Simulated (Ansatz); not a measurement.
C$_{2}$H$_{10}$GeSi, SMILES `C[CH]([SiH3])[GeH3]`, relaxed with RKS PBE-D4/def2-SVP in the Gaussian-basis code of Ansatz from a rough embedded geometry. The force threshold is 0.03 eV/Å; the program also tests the step.

Total charge 0; spin multiplicity 1.

Start:

```xyz
14

C    -1.330   -0.641   -0.364
C     0.014   -0.487    0.223
Si    0.002    0.911    1.424
Ge    1.294   -0.037   -1.176
H    -2.106   -0.913    0.410
H    -1.375   -1.544   -1.081
H    -1.709    0.248   -0.912
H     0.304   -1.367    0.761
H    -0.960    0.657    2.566
H    -0.386    2.176    0.772
H     1.355    1.093    2.029
H     2.705    0.094   -0.537
H     0.865    1.136   -1.949
H     1.328   -1.325   -2.165
```

```tsv
step	energy (eV)	largest force (eV/Å)	largest move (Å)
1	-66605.1886	2.494	0.000
2	-66605.5099	0.758	0.101
3	-66605.5436	0.223	0.052
4	-66605.5461	0.060	0.014
5	-66605.5466	0.007	0.012
```

End:

```xyz
14

C    -1.401   -0.698   -0.379
C    -0.003   -0.449    0.217
Si    0.002    0.955    1.495
Ge    1.337   -0.116   -1.209
H    -2.148   -0.936    0.409
H    -1.403   -1.545   -1.097
H    -1.778    0.193   -0.925
H     0.354   -1.361    0.746
H    -0.987    0.668    2.597
H    -0.394    2.252    0.838
H     1.368    1.123    2.105
H     2.755    0.074   -0.607
H     0.945    1.162   -2.001
H     1.353   -1.322   -2.189
```

It took 16 s on 2 threads of an AMD EPYC 7R13 on a shared host, with 0.23 GiB of host memory at the peak.
